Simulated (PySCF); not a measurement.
**Cost of response and excited-state runs on `CC[P+]1(CC#N)N(C)C=CN1C`, [C$_{8}$H$_{15}$N$_{3}$P]+, charge +1**

Geometry:
```
atom   x (Å)   y (Å)   z (Å)
  C1  -1.468   1.184   1.670
  C2  -0.730   1.601   0.403
  P3   0.076   0.145  -0.367
  C4   0.849   0.739  -1.957
  C5   1.725   1.829  -1.617
  N6   2.405   2.685  -1.289
  N7   1.164  -0.645   0.581
  C8   2.306  -0.065   1.264
  C9   0.786  -1.997   0.746
 C10  -0.337  -2.294   0.103
 N11  -0.887  -1.175  -0.564
 C12  -2.125  -1.242  -1.316
 H13  -1.874   2.061   2.166
 H14  -2.292   0.512   1.440
 H15  -0.798   0.681   2.365
 H16  -1.406   2.058  -0.324
 H17   0.058   2.329   0.620
 H18   0.079   1.084  -2.653
 H19   1.417  -0.078  -2.414
 H20   3.201  -0.656   1.065
 H21   2.143  -0.033   2.343
 H22   2.475   0.948   0.901
 H23   1.410  -2.642   1.332
 H24  -0.846  -3.236   0.045
 H25  -2.415  -0.239  -1.628
 H26  -2.922  -1.659  -0.698
 H27  -2.012  -1.869  -2.204
```

Total charge +1.

PySCF with density fitting, on 1 thread of an Arm Neoverse V2, shared host. Command: `OMP_NUM_THREADS=1 python excited_run.py task.json out`

(1) How long does this run take, and how much memory?
- excited states, wB97X-D/def2-SVP; Tamm-Dancoff; spin-orbit couplings; 5 states; 5 triplets; quadratic response for 4 states; writes grids

Results:

(1) 
```csv
run,level,basis functions,wall time,peak memory (GiB)
excited states,wB97X-D/def2-SVP,247,120 s,1.2
```
Times from a shared host are rough.
